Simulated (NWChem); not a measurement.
PbI$_{2}$, singlet; SMILES [I][Pb][I]

All runs: NWChem. Medium grid unless said otherwise, to which SCAN and Minnesota functionals are sensitive. Low-valent species are run as closed-shell singlets; no triplet was tried in these runs. Structure relaxed at the PBE0/def2-SVP level. def2 effective core potentials on I, Pb; no spin-orbit coupling. B3LYP is NWChem's, with the RPA form of VWN correlation.

Order these by “dipole (D)”, lowest first: revPBE/def2-SVP; PW91/def2-SVP; B3LYP/def2-SVP; OLYP/def2-SVP; TPSSh/def2-SVP.

PW91/def2-SVP (3.44), revPBE/def2-SVP (3.55), OLYP/def2-SVP (3.67), B3LYP/def2-SVP (3.73), TPSSh/def2-SVP (3.84)
